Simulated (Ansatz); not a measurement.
Relaxation of H3NSZn (6 atoms, charge 0, multiplicity 1), to a largest force component of 0.015 eV/Å in at most 40 steps.

Level of theory: RKS B3LYP-D4/def2-mTZVP in Ansatz 0.2.0.

```xyz
6
Properties=species:S:1:pos:R:3:forces:R:3
N 0.292 0.393 1.471 -0.21 0.12 -0.10
Zn -0.147 -0.021 -0.273 0.67 -0.53 -0.33
S 0.380 -1.087 -2.171 0.39 0.11 0.90
H -0.349 0.090 2.191 -0.17 -0.17 0.12
H 0.495 1.364 1.672 0.09 0.21 -0.06
H -0.671 -0.738 -2.890 -0.77 0.26 -0.53
```

Q: Where does it end, and by what steps?

A: The forces met the threshold. After 6 steps the energy has fallen by 0.183 eV; Zn2 moved furthest, 0.43 Å.

```tsv
step	energy less start (eV)	largest force component (eV/Å)	accepted
0	0.0000	0.896	yes
1	-0.1240	0.335	yes
2	-0.1591	0.588	yes
3	-0.1785	0.224	yes
4	-0.1822	0.066	yes
5	-0.1825	0.117	yes
6	-0.1827	0.004	yes
```

```xyz
6
Properties=species:S:1:pos:R:3
N 0.274 0.410 1.470
Zn 0.222 -0.239 -0.241
S 0.366 -1.124 -2.229
H -0.458 0.103 2.101
H 0.383 1.413 1.579
H -0.786 -0.564 -2.679
```

The run took 22 s on 1 thread of Intel(R) Xeon(R) Platinum 8488C (Sapphire Rapids) (shared host), peak memory 0.18 GiB.
